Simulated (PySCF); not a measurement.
C$_{3}$H$_{12}$Si$_{3}$, triplet, at the geometry of the source list (a higher spin typed on purpose: for a closed-shell molecule this is an excited state); MP2/3-21G (PySCF).

PySCF was given this input:
```python
from pyscf import gto, scf, mp

mol = gto.M(
    atom='''
C    -0.724600    1.319600   -1.001900
Si    1.069300    1.466300   -0.390300
C     1.776200   -0.286100   -0.182400
Si    0.749200   -1.391100    0.974300
C    -1.034700   -1.448200    0.319800
Si   -1.832500    0.266500    0.128200
H    -0.725400    0.888900   -2.003200
H    -1.154000    2.314800   -1.102400
H     1.877400    2.230900   -1.358000
H     1.102400    2.174800    0.897000
H     1.844400   -0.761100   -1.161100
H     2.796300   -0.221500    0.192100
H     1.319400   -2.750100    1.020700
H     0.764700   -0.839700    2.336600
H    -1.643800   -2.057200    0.985500
H    -1.044100   -1.955300   -0.645000
H    -1.959000    0.909100    1.444100
H    -3.181200    0.139600   -0.454000
''',
    basis='3-21g',
    charge=0,
    spin=2,
    verbose=4,
)

mf = scf.UHF(mol)
mf.kernel()

pt = mp.MP2(mf)
pt.kernel()
print('E(MP2) = %.10f' % pt.e_tot)
mf.analyze()
```

Q: Write the output that PySCF gives for this input, abridged.

A: 
```
PySCF version 2.14.0

[INPUT] verbose = 4
[INPUT] num. atoms = 18
[INPUT] num. electrons = 72
[INPUT] charge = 0
[INPUT] spin (= nelec alpha-beta = 2S) = 2
[INPUT] symmetry False subgroup None
[INPUT] Mole.unit = angstrom
[INPUT] Symbol           X                Y                Z      unit          X                Y                Z       unit  Magmom
[...]
nuclear repulsion = 447.321015877159
number of shells = 60
number of NR pGTOs = 162
number of NR cGTOs = 90
basis = 3-21g
ecp = {}

******** <class 'pyscf.scf.uhf.UHF'> ********
method = UHF
initial guess = minao
damping factor = 0
level_shift factor = 0
DIIS = <class 'pyscf.scf.diis.CDIIS'>
diis_start_cycle = 1
diis_space = 8
diis_damp = 0
SCF conv_tol = 1e-09
SCF conv_tol_grad = None
SCF max_cycles = 50
direct_scf = True
direct_scf_tol = 1e-13
number electrons alpha = 37  beta = 35
Set gradient conv threshold to 3.16228e-05
init E= -982.11041643851

cycle= 1 E= -981.749170207622  delta_E= 0.361  |g|= 0.242  |ddm|= 4.78

cycle= 2 E= -981.804181311124  delta_E= -0.055  |g|= 0.0875  |ddm|= 0.846

cycle= 3 E= -981.811174975051  delta_E= -0.00699  |g|= 0.0446  |ddm|= 0.432

cycle= 4 E= -981.813793121988  delta_E= -0.00262  |g|= 0.0183  |ddm|= 0.225

cycle= 5 E= -981.815477555831  delta_E= -0.00168  |g|= 0.0183  |ddm|= 0.218

cycle= 6 E= -981.816514653308  delta_E= -0.00104  |g|= 0.0202  |ddm|= 0.115

cycle= 7 E= -981.813272726546  delta_E= 0.00324  |g|= 0.0105  |ddm|= 0.504

cycle= 8 E= -981.812951609624  delta_E= 0.000321  |g|= 0.00462  |ddm|= 0.299

cycle= 9 E= -981.813038685516  delta_E= -8.71e-05  |g|= 0.00296  |ddm|= 0.0835

cycle= 10 E= -981.813086754352  delta_E= -4.81e-05  |g|= 0.00167  |ddm|= 0.0976

cycle= 11 E= -981.81310396191  delta_E= -1.72e-05  |g|= 0.00131  |ddm|= 0.0469

cycle= 12 E= -981.81311867916  delta_E= -1.47e-05  |g|= 0.00111  |ddm|= 0.044

cycle= 13 E= -981.813134758035  delta_E= -1.61e-05  |g|= 0.00105  |ddm|= 0.0474

cycle= 14 E= -981.813156462666  delta_E= -2.17e-05  |g|= 0.000968  |ddm|= 0.0658

cycle= 15 E= -981.81319477276  delta_E= -3.83e-05  |g|= 0.00088  |ddm|= 0.13

cycle= 16 E= -981.813225811797  delta_E= -3.1e-05  |g|= 0.000725  |ddm|= 0.129

cycle= 17 E= -981.813253521751  delta_E= -2.77e-05  |g|= 0.000602  |ddm|= 0.138

cycle= 18 E= -981.813274157888  delta_E= -2.06e-05  |g|= 0.000654  |ddm|= 0.131

cycle= 19 E= -981.813273154894  delta_E= 1e-06  |g|= 0.000783  |ddm|= 0.00717

cycle= 20 E= -981.81327939741  delta_E= -6.24e-06  |g|= 0.000851  |ddm|= 0.0342

cycle= 21 E= -981.813278549778  delta_E= 8.48e-07  |g|= 0.000857  |ddm|= 0.00289

cycle= 22 E= -981.813277933394  delta_E= 6.16e-07  |g|= 0.000789  |ddm|= 0.00997

cycle= 23 E= -981.813276688026  delta_E= 1.25e-06  |g|= 0.000708  |ddm|= 0.0172

cycle= 24 E= -981.813274891301  delta_E= 1.8e-06  |g|= 0.00059  |ddm|= 0.0251

cycle= 25 E= -981.813269185105  delta_E= 5.71e-06  |g|= 0.000512  |ddm|= 0.0536

cycle= 26 E= -981.813268481379  delta_E= 7.04e-07  |g|= 0.000503  |ddm|= 0.00971

cycle= 27 E= -981.81326943394  delta_E= -9.53e-07  |g|= 0.000491  |ddm|= 0.0146

cycle= 28 E= -981.813275113301  delta_E= -5.68e-06  |g|= 0.000486  |ddm|= 0.0201

cycle= 29 E= -981.813274473321  delta_E= 6.4e-07  |g|= 0.000487  |ddm|= 0.00241

cycle= 30 E= -981.813282198581  delta_E= -7.73e-06  |g|= 0.000489  |ddm|= 0.0299

cycle= 31 E= -981.813274135755  delta_E= 8.06e-06  |g|= 0.000497  |ddm|= 0.0311

cycle= 32 E= -981.813276603847  delta_E= -2.47e-06  |g|= 0.000494  |ddm|= 0.00997

cycle= 33 E= -981.813281045768  delta_E= -4.44e-06  |g|= 0.000511  |ddm|= 0.0204

cycle= 34 E= -981.813269725552  delta_E= 1.13e-05  |g|= 0.000522  |ddm|= 0.0454

cycle= 35 E= -981.813261988103  delta_E= 7.74e-06  |g|= 0.000515  |ddm|= 0.0344

cycle= 36 E= -981.813268297743  delta_E= -6.31e-06  |g|= 0.000521  |ddm|= 0.0324

cycle= 37 E= -981.813277589367  delta_E= -9.29e-06  |g|= 0.000493  |ddm|= 0.0372

cycle= 38 E= -981.81328017857  delta_E= -2.59e-06  |g|= 0.000488  |ddm|= 0.0115

[...]
SCF not converged.
E(UMP2) = -982.30859149061  E_corr = -0.49531278051193
E(SCS-UMP2) = -982.312286696901  E_corr = -0.499007986802802
E(MP2) = -982.3085914906
Total Energy =                        -981.813278710098530
[...]
spin_pop of  3 Si 2px       0.00003
spin_pop of  3 Si 2py       0.00000
spin_pop of  3 Si 2pz       0.00000
spin_pop of  3 Si 3px       0.27781
spin_pop of  3 Si 3py       0.03837
spin_pop of  3 Si 3pz       0.04259
spin_pop of  3 Si 4px       0.03916
spin_pop of  3 Si 4py       0.00741
spin_pop of  3 Si 4pz       0.00731
spin_pop of  4 C 1s       -0.00000
spin_pop of  4 C 2s        0.04132
spin_pop of  4 C 3s        0.00380
spin_pop of  4 C 2px       0.25948
spin_pop of  4 C 2py       0.02405
spin_pop of  4 C 2pz       0.02707
spin_pop of  4 C 3px       0.00277
spin_pop of  4 C 3py       0.00036
spin_pop of  4 C 3pz       0.00018
spin_pop of  5 Si 1s        0.00000
spin_pop of  5 Si 2s        0.00000
spin_pop of  5 Si 3s       -0.01712
spin_pop of  5 Si 4s        0.00038
spin_pop of  5 Si 2px       0.00000
spin_pop of  5 Si 2py       0.00000
spin_pop of  5 Si 2pz       0.00000
spin_pop of  5 Si 3px      -0.00178
spin_pop of  5 Si 3py      -0.03677
spin_pop of  5 Si 3pz       0.01103
spin_pop of  5 Si 4px       0.00207
spin_pop of  5 Si 4py       0.00224
spin_pop of  5 Si 4pz       0.00643
spin_pop of  6 H 1s       -0.01655
spin_pop of  6 H 2s        0.00015
spin_pop of  7 H 1s       -0.00692
spin_pop of  7 H 2s        0.00051
spin_pop of  8 H 1s        0.02034
spin_pop of  8 H 2s        0.00008
spin_pop of  9 H 1s       -0.02714
spin_pop of  9 H 2s        0.00080
spin_pop of  10 H 1s       -0.00031
spin_pop of  10 H 2s        0.00074
spin_pop of  11 H 1s        0.04666
spin_pop of  11 H 2s        0.00227
spin_pop of  12 H 1s        0.01415
spin_pop of  12 H 2s        0.00008
spin_pop of  13 H 1s       -0.02741
spin_pop of  13 H 2s        0.00078
spin_pop of  14 H 1s       -0.00535
spin_pop of  14 H 2s        0.00052
spin_pop of  15 H 1s       -0.01621
spin_pop of  15 H 2s        0.00015
spin_pop of  16 H 1s        0.00260
spin_pop of  16 H 2s        0.00212
spin_pop of  17 H 1s        0.16104
spin_pop of  17 H 2s        0.00043
 ** Mulliken Spin Density (per atom)  **
spin density of  0 C =      0.36634
spin density of  1 Si =      0.40300
spin density of  2 C =      0.34425
spin density of  3 Si =      0.40738
spin density of  4 C =      0.35901
spin density of  5 Si =     -0.03351
spin density of  6 H =     -0.01639
spin density of  7 H =     -0.00642
spin density of  8 H =      0.02042
spin density of  9 H =     -0.02633
spin density of  10 H =      0.00043
spin density of  11 H =      0.04893
spin density of  12 H =      0.01424
spin density of  13 H =     -0.02663
spin density of  14 H =     -0.00484
spin density of  15 H =     -0.01606
spin density of  16 H =      0.00471
spin density of  17 H =      0.16146
 ** Mulliken pop alpha/beta on meta-lowdin orthogonal AOs **
 ** Mulliken pop       alpha | beta **
In total            37.00000 | 35.00000
 ** Mulliken atomic charges   ( Nelec_alpha | Nelec_beta ) **
charge of  0C =     -0.59006  (     3.47820      3.11186 )
charge of  1Si =      0.45970  (     6.97165      6.56865 )
charge of  2C =     -0.72099  (     3.53262      3.18837 )
charge of  3Si =      0.45983  (     6.97377      6.56639 )
charge of  4C =     -0.59307  (     3.47604      3.11703 )
charge of  5Si =      0.67420  (     6.64614      6.67966 )
charge of  6H =      0.12867  (     0.42747      0.44386 )
charge of  7H =      0.14931  (     0.42214      0.42856 )
charge of  8H =     -0.07665  (     0.54853      0.52811 )
charge of  9H =     -0.10446  (     0.53906      0.56540 )
charge of  10H =      0.10748  (     0.44648      0.44604 )
charge of  11H =      0.17463  (     0.43715      0.38822 )
charge of  12H =     -0.07913  (     0.54668      0.53244 )
charge of  13H =     -0.10451  (     0.53894      0.56557 )
charge of  14H =      0.14978  (     0.42269      0.42753 )
charge of  15H =      0.12828  (     0.42783      0.44389 )
charge of  16H =     -0.11354  (     0.55913      0.55441 )
charge of  17H =     -0.04947  (     0.60547      0.44400 )
Dipole moment(X, Y, Z, Debye): -3.55495, -0.63385, -2.28580
```

The run did not converge; its last values are not results.
